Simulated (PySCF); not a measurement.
Static response to an electric field

Species: SbH2(OEt), C2H7OSb.
Structure used (PBE0-D3(BJ)/def2-SVP), in Å, numbered top down from 1:
```
atom  x, y, z in Å
Sb1    1.4586    1.9751    0.6313
H2     2.6858    2.0540   -0.5645
H3     0.4848    3.0867   -0.2679
O4     0.7036    0.3096   -0.1887
C5    -0.4690   -0.2261    0.3642
C6    -0.7370   -1.5664   -0.2826
H7    -0.3863   -0.3555    1.4648
H8    -1.3384    0.4446    0.1959
H9    -1.6541   -2.0226    0.1211
H10   -0.8532   -1.4478   -1.3701
H11    0.1052   -2.2515   -0.1037
```

Level: B3LYP/def2-SVPD (PySCF), static field, nuclei fixed, core orbitals frozen in the response. The polarisability tensor in these axes (au):

```
x   76.01 10.87  0.05
y   10.87 84.34  0.93
z    0.05  0.93 67.81
```

Diagonalise the tensor; give its mean and Δα, where Δα² is half the sum of the squared differences of the eigenvalues.

Principal values 67.54, 68.77 and 91.85 au; mean 76.05 au = 11.27 Å³ = 12.54 × 10⁻⁴⁰ C²·m²/J; Δα = 23.71 au (31 % of the mean).

What is the dipole moment, and where does it point?

(-0.23, 0.73, 1.25) D, 1.47 D in size, pointing from the negative to the positive side. Measured along this direction, the outermost atoms are H10 at the negative end and Sb1 and H3 at the positive end.

How large is μ²/3kT at 273 K beside α?

In Gaussian units μ²/3kT = 19.02 Å³ against 11.27 Å³, a ratio of 1.69; the Debye molar polarisation (4π/3)N_A(α + μ²/3kT) is 76.4 cm³/mol, leaving out the vibrational part.

Form Σ f/ω² (atomic units) for the 10 lowest TDDFT singlets, given as eV and f, and set it beside the mean polarisability, which is this sum over all singlets: 4.47, 0.0202; 5.38, 0.0804; 5.75, 0.0371; 5.97, 0.1022; 6.24, 0.0246; 6.48, 0.0461; 6.77, 0.0348; 6.92, 0.0450; 7.04, 0.0065; 7.51, 0.0468.

They add up to 9.01 au, 11.8 % of the 76.05 au; the largest single term is 2.12 au, from the state at 5.97 eV. Terms in order: 0.75, 2.06, 0.83, 2.12, 0.47, 0.81, 0.56, 0.70, 0.10, 0.61 au. Higher excitations give the rest. The strengths listed sum to 0.444.

Rayleigh depolarisation ratio (linearly polarised light, static tensor)?

ρ = 3Δα²/(45ᾱ² + 4Δα²) = 1687.0/(260285 + 2249.4) = 0.00643.

One conformer (not necessarily the lowest) at the PBE0-D3(BJ)/def2-SVP geometry, without solvent, vibrations or thermal averaging. Atoms past krypton carry effective core potentials; spin–orbit coupling is left out.
